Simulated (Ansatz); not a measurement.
One change: `OC[BH][AlH][SH]` becomes `OCB[SiH3]`.

Ansatz, PBE0-D4/def2-TZVP geometries, multiplicity 1. Each molecule was computed in one conformer, which needn't be the lowest.

```csv
property,`OC[BH][AlH][SH]`
HOMO energy (PBE/def2-TZVPP) / eV,-5.92
LUMO energy (PBE0/def2-TZVPP) / eV,-1.50
LUMO energy (PBE/def2-TZVPP) / eV,-2.24
size of the dipole moment (PBE/def2-TZVPP) / D,2.25
"ideal-gas entropy at 298 K and 1 bar (rigid rotor, harmonic PBE0-D4/def2-TZVP) / J/(mol·K)",359
HOMO–LUMO gap (PBE0/def2-TZVPP) / eV,5.56
```

**Question.** Give the same properties after the change, and the shifts. (An estimate is asked.)

**Answer.** The calculation gave: 
```csv
property,`OCB[SiH3]`,shift
HOMO energy (PBE/def2-TZVPP) / eV,-6.50,-0.58
LUMO energy (PBE0/def2-TZVPP) / eV,-1.89,-0.39
LUMO energy (PBE/def2-TZVPP) / eV,-2.86,-0.62
size of the dipole moment (PBE/def2-TZVPP) / D,1.94,-0.31
"ideal-gas entropy at 298 K and 1 bar (rigid rotor, harmonic PBE0-D4/def2-TZVP) / J/(mol·K)",339,-20
HOMO–LUMO gap (PBE0/def2-TZVPP) / eV,6.27,0.71
```

With PBE0 the HOMO falls by 1.10 eV and the LUMO falls by 0.39 eV, so the gap widens by about 0.71 eV. PBE moves the HOMO by -0.58 eV and ωB97M-V by -1.30 eV. Dipoles are sizes alone; their direction can turn. Modes under 60 cm⁻¹, often nearly free rotors, make the harmonic entropy too high.
